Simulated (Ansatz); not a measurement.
The cluster H₃Au₃ (the lowest singlet isomer of a short search), 6 atoms. Hardware: 2 threads of Arm Neoverse V2 on a shared host.

In the def2 sets Au takes a core potential; there is no spin–orbit coupling.

How many basis functions does each of these Ansatz runs have, and roughly what does it cost? PBE-D4/def2-TZVP, charge 1 doublet at the geometry of the charge 0 singlet, energy, from earlier orbitals; r2SCAN-D4/def2-TZVP, charge 1 doublet at the geometry of the charge 0 singlet, energy, from earlier orbitals; PBE0-D4/def2-SVP, charge 0 singlet, energy, from earlier orbitals; r2SCAN-D4/def2-TZVPD, charge 0 singlet, energy, from earlier orbitals; PBE-D4/def2-TZVPD, charge 0 singlet, energy, from earlier orbitals; B97M-V/def2-TZVP, charge 0 singlet, energy, from earlier orbitals; r2SCAN-D4/def2-TZVP, charge 0 triplet at the geometry of the charge 0 singlet, energy, from earlier orbitals; PBE0-D4/def2-TZVPD, charge 0 singlet, energy, from earlier orbitals; PBE0-D4/def2-TZVPD, charge -1 doublet at the geometry of the charge 0 singlet, energy, from earlier orbitals; PBE0-D4/def2-SVP, charge 0 singlet, energy with a search over starts; ωB97M-V/def2-TZVP, charge 0 singlet, energy, from earlier orbitals; PBE0-D4/def2-SVP, charge -1 doublet at the geometry of the charge 0 singlet, energy with a search over starts.

Other jobs shared the machine, so times can vary by a factor of up to 3. A dash marks memory too small to be measured apart from the calling script's.

```
                                                                                                          run  functions  fitting or Cholesky vectors  wall time  peak host memory (GiB)
                                            PBE0-D4/def2-SVP, charge 0 singlet, energy, from earlier orbitals        111                         1260        3 s                       –
                                           PBE-D4/def2-TZVPD, charge 0 singlet, energy, from earlier orbitals        156                         1257      3.7 s                       –
                                         PBE0-D4/def2-SVP, charge 0 singlet, energy with a search over starts        111                         1260      4.7 s                       –
                                          PBE0-D4/def2-TZVPD, charge 0 singlet, energy, from earlier orbitals        156                         1386      4.8 s                       –
PBE0-D4/def2-SVP, charge -1 doublet at the geometry of the charge 0 singlet, energy with a search over starts        111                         1137        7 s                       –
    PBE-D4/def2-TZVP, charge 1 doublet at the geometry of the charge 0 singlet, energy, from earlier orbitals        138                         1206        7 s                       –
                                        r2SCAN-D4/def2-TZVPD, charge 0 singlet, energy, from earlier orbitals        156                         1257      8.5 s                       –
 PBE0-D4/def2-TZVPD, charge -1 doublet at the geometry of the charge 0 singlet, energy, from earlier orbitals        156                         1386        9 s                       –
                                            B97M-V/def2-TZVP, charge 0 singlet, energy, from earlier orbitals        138                         1206       15 s                       –
                                           ωB97M-V/def2-TZVP, charge 0 singlet, energy, from earlier orbitals        138                         1215       17 s                       –
 r2SCAN-D4/def2-TZVP, charge 1 doublet at the geometry of the charge 0 singlet, energy, from earlier orbitals        138                         1206       17 s                       –
 r2SCAN-D4/def2-TZVP, charge 0 triplet at the geometry of the charge 0 singlet, energy, from earlier orbitals        138                         1206       43 s                       –
```
